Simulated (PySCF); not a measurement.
**Computed structure and properties of [La(NH3)4]3+**

System: [La(NH3)4]3+ (singlet; a saddle point, relaxed within its symmetry); start: template (C2v). Method: PySCF 2.14.0, RKS PBE, La lcecp-1-SVP with ECP46, N def2-SVP, H def2-SVP; non-relativistic Hamiltonian with scalar-relativistic core potentials where named; density fitting; no spin-orbit coupling.

Input of the relaxation:

```python
mol = gto.M(atom='''
La     0.00000    -0.00000    -0.00000
N      1.51270     1.51270     1.51270
H      1.35900     1.35900     2.50920
H      2.50920     1.35900     1.35900
H      1.35900     2.50920     1.35900
N     -1.51270    -1.51270     1.51270
H     -1.35900    -1.35900     2.50920
H     -2.50920    -1.35900     1.35900
H     -1.35900    -2.50920     1.35900
N      1.51270    -1.51270    -1.51270
H      2.12580    -2.12580    -0.97560
H      0.97560    -2.12580    -2.12580
H      2.12580    -0.97560    -2.12580
N     -1.51270     1.51270    -1.51270
H     -2.12580     2.12580    -0.97560
H     -0.97560     2.12580    -2.12580
H     -2.12580     0.97560    -2.12580''',
    basis={'La': 'lcecp-1-SVP', 'N': 'def2-SVP', 'H': 'def2-SVP'},
    ecp={'La': 'lcecp-1-SVP'},
    charge=3, spin=0)
mf = dft.RKS(mol, xc='PBE')
mf.grids.atom_grid = (50, 194)  # f atoms: unpruned, at least (60, 302)
mf = mf.density_fit()  # fitting sets: La AutoAux, N def2-universal-JKFIT, H def2-universal-JKFIT
mf.conv_tol = 1e-08; mf.max_cycle = 55
mf.kernel(dm0)  # dm0: converged density of the start geometry
# quasi-Newton relaxation in Cartesian coordinates to a largest gradient under 0.00045 Eh/bohr, steps kept in the point group
```

Run from Python with OMP_NUM_THREADS=4; the lines above give its settings. Where DIIS fails, smearing, a level shift and second-order steps follow.
It took 28 s on 4 threads of Arm Neoverse V2 (shared host), from the converged density of the start.

Course of the relaxation:

```json
{"step": "0", "energy above end (eV)": "0.1727", "largest force component within the symmetry (eV/Å)": "0.926"}
{"step": "1", "energy above end (eV)": "0.0279", "largest force component within the symmetry (eV/Å)": "0.292"}
{"step": "2", "energy above end (eV)": "0.0031", "largest force component within the symmetry (eV/Å)": "0.072"}
{"step": "3", "energy above end (eV)": "0.0003", "largest force component within the symmetry (eV/Å)": "0.022"}
{"step": "4", "energy above end (eV)": "0.0001", "largest force component within the symmetry (eV/Å)": "0.011"}
{"step": "5", "energy above end (eV)": "0.0000", "largest force component within the symmetry (eV/Å)": "0.009"}
```

Relaxed geometry (C2v):

```xyz
17

La    0.0000    0.0000    0.0029
N     1.5008    1.5008    1.4999
H     1.3787    1.3787    2.5277
H     2.5281    1.3767    1.3747
H     1.3767    2.5281    1.3747
N    -1.5008   -1.5008    1.4999
H    -1.3787   -1.3787    2.5277
H    -2.5281   -1.3767    1.3747
H    -1.3767   -2.5281    1.3747
N     1.5001   -1.5001   -1.4994
H     2.1440   -2.1440   -0.9925
H     0.9917   -2.1429   -2.1433
H     2.1429   -0.9917   -2.1433
N    -1.5001    1.5001   -1.4994
H    -2.1440    2.1440   -0.9925
H    -0.9917    2.1429   -2.1433
H    -2.1429    0.9917   -2.1433
```

```
      contact      Å
 La1–N2 (NH3)  2.597
 La1–N6 (NH3)  2.597
La1–N10 (NH3)  2.599
La1–N14 (NH3)  2.599
```

On the finer grid (75, 302):

| Property | Result |
| --- | --- |
| HOMO | -21.23 eV |
| LUMO | -15.35 eV |
| Dipole about the centre of mass | 0.00 D |
| Set of Mulliken populations of La1 outside the core potential | s 2.24, p 6.18, d 0.97, f 0.04 |
| D3(BJ) dispersion energy (not in the energies) | -0.296 eV |

| atom | Mulliken (e) | Löwdin (e) | spin (e) |
| --- | --- | --- | --- |
| La1 | 1.58 | 1.28 | 0.00 |
| N2 | -0.33 | -0.03 | 0.00 |
| H3 | 0.23 | 0.15 | 0.00 |
| H4 | 0.23 | 0.15 | 0.00 |
| H5 | 0.23 | 0.15 | 0.00 |
| N6 | -0.33 | -0.03 | 0.00 |
| H7 | 0.23 | 0.15 | 0.00 |
| H8 | 0.23 | 0.15 | 0.00 |
| H9 | 0.23 | 0.15 | 0.00 |
| N10 | -0.33 | -0.03 | 0.00 |
| H11 | 0.23 | 0.15 | 0.00 |
| H12 | 0.23 | 0.15 | 0.00 |
| H13 | 0.23 | 0.15 | 0.00 |
| N14 | -0.33 | -0.03 | 0.00 |
| H15 | 0.23 | 0.15 | 0.00 |
| H16 | 0.23 | 0.15 | 0.00 |
| H17 | 0.23 | 0.15 | 0.00 |

The large-core potential holds the 4f shell empty.

On the grid (50, 194), as all that follows. Harmonic modes: 4 unstable, so a saddle point once the symmetry is let go (counted below −25 cm⁻¹); lowest -88 cm⁻¹ (negative: unstable), highest 3354 cm⁻¹, zero-point energy 3.982 eV.

Taking off one NH3 (charge 0, singlet; the rest: singlet) in vacuum, both parts rigid, costs 3.20 eV; the small basis without counterpoise inflates it. Parting with an electron moved from the ligand to the metal can be far cheaper, even downhill.

Rigid scan of NH3 along the line from its metal:

distance to N2 (Å), energy (eV) and a bar:
```
     2.30      0.371 ##############################
     2.40      0.145 ############
     2.50      0.032 ###
     2.60      0.000 
     2.70      0.023 ##
     2.80      0.085 #######
     3.00      0.275 ######################
```

One start shape was tried, so this needn't be the lowest isomer.
